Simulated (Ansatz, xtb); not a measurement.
GaH4Si2−: where a starting geometry ends

The starting geometry of this gas-phase singlet has its atoms placed at random.

```xyz
7

Ga    0.6817   -1.2450    0.2798
Si   -1.7607   -0.9014   -1.2108
Si    0.5305    1.6413    0.2716
H     0.9124    0.2601   -0.1563
H    -1.1218   -1.6235   -0.3530
H    -0.5310    0.2334    0.0488
H     1.9755    0.3342   -0.3207
```

Task: Guess where an optimisation with r2SCAN-D4/def2-SVPD ends from this start.

Result: It ends as a structure given below by its coordinates. Distances that change by over a tenth: Ga1–H4 (1.58 → 2.11 Å), Ga1–H6 (1.93 → 2.48 Å), Si2–H5 (1.29 → 1.57 Å), Si3–H6 (1.78 → 3.08 Å). Contacts that close: Ga1–Si2 (2.88 → 2.65 Å), Si2–Si3 (3.73 → 2.45 Å), Si2–H6 (2.09 → 1.55 Å), Si3–H7 (2.04 → 1.55 Å).

The energy falls by 7.51 eV over 21 steps:

| step | E − E(last) (eV) |
| --- | --- |
| 1 | 7.510 |
| 3 | 4.506 |
| 5 | 2.799 |
| 8 | 1.284 |
| 10 | 0.592 |
| 12 | 0.171 |
| 14 | 0.039 |
| 17 | 0.003 |
| 19 | 0.000 |
| 21 | 0.000 |

Final geometry (Å):

```xyz
7

Ga    0.4656   -1.4726    0.3614
Si   -1.2507    0.1493   -0.8485
Si    0.9177    1.1081   -0.2390
H     1.3508    0.3145    1.0454
H    -0.9311   -1.3496   -1.2021
H    -1.7009   -0.2895    0.5701
H     1.8352    0.2387   -1.1278
```

From the same start GFN2-xTB ends elsewhere, in pieces: GaHSi2 + H + H + H.

From so rough a start the end depends on the optimiser's path, so another program may land elsewhere. No frequencies were run, so the end isn't proven a minimum. Run with Ansatz 0.2.0, 54 s on 2 threads of Intel(R) Xeon(R) Platinum 8259CL CPU @ 2.50GHz (Skylake/Cascade Lake), with other jobs on the host.
